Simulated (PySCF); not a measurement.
CH₃ClTe, SMILES C[Te]Cl. Geometry optimised at PBE-D3(BJ)/def2-SVP. The def2 effective core potentials stand for the cores of Te; spin–orbit coupling is left out.

Computed equilibrium geometry at PBE-D3(BJ)/def2-SVP (PySCF confirms it by a frequency run) as bond lengths and angles, and its point group:
point group Cs.
Atoms: Te1 Cl2 C3 H4 H5 H6. Bonds (Å): Te1–Cl2 2.402, Te1–C3 2.167, C3–H4 1.108, C3–H5 1.104, C3–H6 1.104. Angles (°): Cl2–Te1–C3 94.7, Te1–C3–H4 106.4, Te1–C3–H5 109.3, Te1–C3–H6 109.3, H4–C3–H5 110.1, H4–C3–H6 110.1, H5–C3–H6 111.4.
Charge 0, spin multiplicity 1.
